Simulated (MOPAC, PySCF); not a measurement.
AlBr3, SMILES `[Br][Al]([Br])[Br]`, neutral singlet in the gas phase. 

Z-matrix (Å, degrees):
```
Al
Br 1 2.2292
Br 1 2.2294 2 120.01
Br 1 2.2294 2 120.00 3 179.97
```
Charge 0, multiplicity 1.

All levels are single points at this geometry (PBE0-D3(BJ)/def2-TZVP); Pople sets use spherical d functions. Orbital energies aren't observables, and empty levels follow the basis.

PM7 in MOPAC gives dipole (D) = 0.00.

### Question
Estimate the dipole (D) from each of these levels: ωB97X-D3(BJ)/def2-TZVP in PySCF; B3LYP/3-21G in PySCF; B3LYP/6-311+G** (LANL2DZ on Br) in PySCF; B3LYP/6-31G* in PySCF; B3LYP/LANL2DZ in PySCF; PBE/6-31G* in PySCF; SVWN5/6-31G* in PySCF; HF/3-21G in PySCF; HF/6-31G* in PySCF; AM1 in MOPAC; PM3 in MOPAC; PM6 in MOPAC.

### Answer

| level | dipole (D) |
|---|---|
| ωB97X-D3(BJ)/def2-TZVP in PySCF | 0.00 |
| B3LYP/3-21G in PySCF | 0.00 |
| B3LYP/6-311+G** (LANL2DZ on Br) in PySCF | 0.00 |
| B3LYP/6-31G* in PySCF | 0.00 |
| B3LYP/LANL2DZ in PySCF | 0.00 |
| PBE/6-31G* in PySCF | 0.00 |
| SVWN5/6-31G* in PySCF | 0.00 |
| HF/3-21G in PySCF | 0.00 |
| HF/6-31G* in PySCF | 0.00 |
| AM1 in MOPAC | 0.00 |
| PM3 in MOPAC | 0.00 |
| PM6 in MOPAC | 0.00 |
